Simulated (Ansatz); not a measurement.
`N[SiH2]O[SiH3]` + `C[O][GeH2][OH]` → `[OH][GeH2][O][SiH3]` + `CO[SiH2]N`  (redistribution)

Calculated with Ansatz (gas phase, PBE0-D4/def2-TZVP geometries, no zero-point term in ΔE). CCSD(T)/CBS is the MP2 limit (def2-TZVPP, def2-QZVPP) plus CCSD(T) − MP2 in def2-TZVPP, frozen cores. This one scheme is used for every species. For Ge outer-core shells are correlated without core-valence functions, which leaves a few kJ/mol of doubt a bond. Scalar relativity is left out up to krypton. Each species was taken in one conformer, which may not be the lowest.

```
              species  HF/CBS(def2) energy (Eh)
     `N[SiH2]O[SiH3]`                -711.49763
     `C[O][GeH2][OH]`               -2266.63044
`[OH][GeH2][O][SiH3]`               -2517.76448
          `CO[SiH2]N`                -460.36411
```

Q: Work out ΔE.

A: ΔE = (-2517.76448) + (-460.36411) − (-711.49763) − (-2266.63044) = -0.00052 Eh = -1.4 kJ/mol. CCSD(T)/CBS gives -4.0 kJ/mol.

Largest T1 diagnostic among the species: 0.012.
